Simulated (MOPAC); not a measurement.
Input file for MOPAC: AM1 on FHOTe (SMILES O[Te]F), a point of a bond scan (R = 5.198 Å).

```
AM1 1SCF PRECISE CHARGE=0 THREADS=1
FHOTe

Te     0.11954946 1     0.04292439 1     0.30932958 1
F     -3.10701564 1     2.98604648 1    -2.50901220 1
O      0.30870938 1    -1.40576060 1    -0.98121946 1
H      0.99302490 1    -1.18271001 1    -1.62487581 1
```

Program output:

```
*******************************************************************************
 **                                                                           **
 **                              MOPAC v23.2.5                                **
 **                                                                           **
 *******************************************************************************
 ** MOPAC's Digital Object Identifier: https://doi.org/10.5281/zenodo.6511958 **
 **                                                                           **
 ** Please cite the open-source release paper for use of this MOPAC version:  **
 ** J. E. Moussa and J. J. P. Stewart (2026)                                  **
 ** MOPAC: An open-source semiempirical molecular orbital program             **
 ** J. Open Source Softw., 11(119), 8025, https://doi.org/10.21105/joss.08025 **
 *******************************************************************************

                              AM1 CALCULATION RESULTS

 *******************************************************************************
 *  AM1        - The AM1 Hamiltonian to be used
 *
 *
 *
 *                 CHARGE ON SYSTEM = 0
 *
 *
 *
 *  PRECISE    - TIGHTER CRITERIA TO BE USED
 *  1SCF       - DO 1 SCF AND THEN STOP
 *  THREADS=1  - MULTI-THREADING NOT USED
 *  T=         - A TIME OF 172800.0 SECONDS REQUESTED
 *  DUMP=N     - RESTART FILE WRITTEN EVERY 7200.0 SECONDS REQUESTED
 *******************************************************************************
AM1 1SCF PRECISE CHARGE=0 THREADS=1
 FHOTe

   ATOM   CHEMICAL          X               Y               Z
  NUMBER   SYMBOL      (ANGSTROMS)     (ANGSTROMS)     (ANGSTROMS)

     1      Te          0.11954946  *   0.04292439  *   0.30932958  *
     2       F         -3.10701564  *   2.98604648  *  -2.50901220  *
     3       O          0.30870938  *  -1.40576060  *  -0.98121946  *
     4       H          0.99302490  *  -1.18271001  *  -1.62487581  *



          CARTESIAN COORDINATES

    NO.       ATOM           X           Y           Z

     1        Te          0.1195      0.0429      0.3093
     2         F         -3.1070      2.9860     -2.5090
     3         O          0.3087     -1.4058     -0.9812
     4         H          0.9930     -1.1827     -1.6249

  H: (AM1): M.J.S. DEWAR ET AL, J. AM. CHEM. SOC. 107 3902-3909 (1985)
  O: (AM1): M.J.S. DEWAR ET AL, J. AM. CHEM. SOC. 107 3902-3909 (1985)
  F: (AM1): M.J.S. DEWAR AND E. G. ZOEBISCH, THEOCHEM, 180, 1 (1988).
 Te: (AM1): J. J. P. STEWART, J. MOL. MOD., 10, 155-164 (2004)

           Empirical Formula: H O Te F  =     4 atoms



      MOLECULAR POINT GROUP   :   C1


      RHF CALCULATION, NO. OF DOUBLY OCCUPIED LEVELS = 10



 ALL CONVERGERS ARE NOW FORCED ON
 SHIFT=10, PULAY ON, CAMP-KING ON
 AND ITERATION COUNTER RESET



 -------------------------------------------------------------------------------
 AM1 1SCF PRECISE CHARGE=0 THREADS=1
 FHOTe



     1SCF WAS SPECIFIED, SO BFGS WAS NOT USED
     SCF FIELD WAS ACHIEVED


                              AM1 CALCULATION
                                                       MOPAC v23.2.5 Linux




          FINAL HEAT OF FORMATION =         90.26119 KCAL/MOL =     377.65281 KJ/MOL


          COSMO AREA              =        121.63 SQUARE ANGSTROMS
          COSMO VOLUME            =         95.00 CUBIC ANGSTROMS

          IONIZATION POTENTIAL    =          7.467332 EV
          HOMO LUMO ENERGIES (EV) =         -7.467 -4.754
          NO. OF FILLED LEVELS    =         10
          MOLECULAR WEIGHT        =        163.6057         POINT GROUP:  C1

          MOLECULAR DIMENSIONS (Angstroms)

            Atom       Atom       Distance
            H     4    F     2     5.91359
            F     2   Te     1     2.14776
            O     3    H     4     0.71578


          SCF CALCULATIONS        =          1





   ATOM   CHEMICAL          X               Y               Z
  NUMBER   SYMBOL      (ANGSTROMS)     (ANGSTROMS)     (ANGSTROMS)

     1      Te          0.11954946  *   0.04292439  *   0.30932958  *
     2       F         -3.10701564  *   2.98604648  *  -2.50901220  *
     3       O          0.30870938  *  -1.40576060  *  -0.98121946  *
     4       H          0.99302490  *  -1.18271001  *  -1.62487581  *

                             CARTESIAN COORDINATES

   1   Te        0.119549460     0.042924390     0.309329580
   2    F       -3.107015640     2.986046480    -2.509012200
   3    O        0.308709380    -1.405760600    -0.981219460
   4    H        0.993024900    -1.182710010    -1.624875810


           Empirical Formula: H O Te F  =     4 atoms



      MOLECULAR POINT GROUP   :   C1


                  EIGENVALUES
 -39.93301 -37.43225 -22.85355 -17.98760 -14.15383 -13.69017 -10.20731 -10.20686
  -8.25219  -7.46733  -4.75407  -1.58505   4.27870


              NET ATOMIC CHARGES AND DIPOLE CONTRIBUTIONS

  ATOM NO.   TYPE          CHARGE      No. of ELECS.   s-Pop       p-Pop
    1         Te           0.654864        5.3451     1.96949     3.37565
    2          F          -0.421767        7.4218     2.00000     5.42177
    3          O          -0.451407        6.4514     1.88286     4.56855
    4          H           0.218310        0.7817     0.78169
 DIPOLE           X         Y         Z       TOTAL
 POINT-CHG.     7.042    -4.106     6.479    10.413
 HYBRID         0.444    -0.538    -1.188     1.377
 SUM            7.487    -4.644     5.292    10.277


          ATOMIC ORBITAL ELECTRON POPULATIONS

     Atom    s        px        py        pz
    1 Te   1.96949   1.39834   1.01991   0.95740
    2  F   2.00000   1.83389   1.75866   1.82921
    3  O   1.88286   1.58147   1.51481   1.47227
    4  H   0.78169

 **********************
 *                    *
 * JOB ENDED NORMALLY *
 *                    *
 **********************




 == MOPAC DONE ==
```

The run finished.

Cost: very roughly 0.13 core-seconds.
